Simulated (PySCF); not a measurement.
## Mass spectrum arithmetic for [AuCl4]-

Species: `[Cl][Au-]([Cl])([Cl])[Cl]` ([AuCl4]-).

Calculated for natural abundance.

Q: Molar mass and exact mass?

A: For [AuCl4]-, with standard atomic weights, 1 × 196.967 + 4 × 35.450 = 338.767 g/mol. From the most abundant isotopes (197Au, 35Cl), 1 × 196.966569 + 4 × 34.968853 = 336.8420 u for neutral atoms; the ion's mass is 336.8425 u once 1 electron mass (0.000549 u) is added.

Q: Give the isotope pattern of the ion itself, merging species of the same nominal mass.

A: 
```tsv
nominal mass	m/z (centroid)	relative intensity
337	336.8425	78.2
339	338.8396	100.0
341	340.8366	47.9
343	342.8337	10.2
345	344.8307	0.8
```

Lines under 0.1 % of the tallest are left out. Abundances used (%; other tables differ somewhat): 35Cl 75.78, 37Cl 24.22.

Q: What is the composition by mass?

A: Au 58.14 %, Cl 41.86 %.

Q: Resolve the fine structure: one atom at a time replaced by a minor isotope.

A: Intensity in % of the monoisotopic species:

| isotope | mass shift (u) | m/z | intensity (%) |
| --- | --- | --- | --- |
| 37Cl | +1.99705 | 338.8396 | 127.84 |

Species under 0.02 % are left out.

Q: Count the protons, neutrons and electrons of the monoisotopic species, and give its exact less its nominal mass.

A: 147 protons, 190 neutrons and 148 electrons; 336.8420 − 337 = -0.1580 u, electron masses as for neutral atoms.

Q: What share of all these ions is the monoisotopic species?

A: 1 × 0.7578^4 = 32.98 %.
